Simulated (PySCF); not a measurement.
Si(H)2(NHSiH3)(Me) (CH9NSi2), SMILES [SiH2](N[SiH3])C. Geometry optimised at PBE0-D3(BJ)/def2-SVP. The values are those of a single conformer.

Q: Give the equilibrium geometry at PBE0-D3(BJ)/def2-SVP (PySCF confirms it by a frequency run) as bond lengths and angles, and its point group. (Estimate from the structure and the level; the computed values follow.)

A: One answer among several that fit: point group Cs.
Atoms: Si1 C2 N3 Si4 H5 H6 H7 H8 H9 H10 H11 H12 H13. Bond lengths (Å): Si1–C2 1.873, Si1–N3 1.745, Si1–H5 1.499, Si1–H6 1.499, C2–H7 1.101, C2–H8 1.101, C2–H9 1.101, N3–Si4 1.740, N3–H10 1.016, Si4–H11 1.497, Si4–H12 1.497, Si4–H13 1.494. Angles (°): C2–Si1–N3 108.4, C2–Si1–H5 110.0, C2–Si1–H6 110.0, N3–Si1–H5 110.9, N3–Si1–H6 110.9, H5–Si1–H6 106.5, Si1–C2–H7 111.3, Si1–C2–H8 111.3, Si1–C2–H9 110.1, H7–C2–H8 108.4, H7–C2–H9 107.8, H8–C2–H9 107.8, Si1–N3–Si4 129.0, Si1–N3–H10 116.4, Si4–N3–H10 114.6, N3–Si4–H11 112.6, N3–Si4–H12 112.6, N3–Si4–H13 107.3, H11–Si4–H12 106.7, H11–Si4–H13 108.7, H12–Si4–H13 108.7.
Charge 0, spin multiplicity 1.
